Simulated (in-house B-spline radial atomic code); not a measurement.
Ionising Sm2+ with different functionals

Computed with an all-electron radial atomic-structure program (B-spline basis): scalar-relativistic (spin-free X2C) Hamiltonian, Fermi nucleus of rms radius 5.0819 fm, spin-polarised at highest spin, spherical fractional occupations for the functionals, the average over the highest-spin determinants for Hartree-Fock. The ionisation energy is the difference of two self-consistent energies, [Xe] 4f6 → [Xe] 4f5, without Breit or QED terms; ε is the level of the shell that loses the electron (its least bound occupied spin orbital). There is no spin-orbit coupling in this Hamiltonian.

Hybrids are left out here: with spherical fractional occupations of an open shell their exact exchange keeps a self-interaction that integer-occupation calculations don't have.

```csv
method,rung,ΔSCF (eV),-ε(4f) (eV)
Hartree-Fock,Hartree-Fock,21.93,26.53
LDA VWN5,LDA,25.48,17.27
LDA PW92,LDA,25.47,17.26
LDA exchange-only,LDA,23.96,15.86
PBE,GGA,?,?
PBEsol,GGA,?,?
BLYP,GGA,25.00,16.83
RPBE,GGA,25.17,16.98
PW91,GGA,25.29,17.10
BP86,GGA,25.27,17.08
AM05,GGA,25.27,17.06
OLYP,GGA,25.65,17.37
TPSS,meta-GGA,25.04,16.86
SCAN,meta-GGA,25.41,17.23
r2SCAN,meta-GGA,25.27,17.04
revTPSS,meta-GGA,25.07,16.87
```

(1) What does PBEsol give?

(2) What does PBE give?

(3) How do they compare with the NIST value?

Results:

(1) ΔSCF 25.24 eV, and -ε(4f) = 17.05 eV.

(2) ΔSCF 25.21 eV, and -ε(4f) = 17.03 eV.

(3) NIST lists 23.55 eV ± 0.08 (semi-empirical, ground level to ground level). Errors run from -1.62 to +2.10 eV. The correlated functionals all miss on the same side by more than they spread, so the cause is common to them (spin-orbit coupling, Breit-QED terms, multiplet and fine-structure energies, or a listed next ion that isn't the cheapest removal here) and closeness doesn't rank the functionals. Hartree-Fock also lacks correlation.
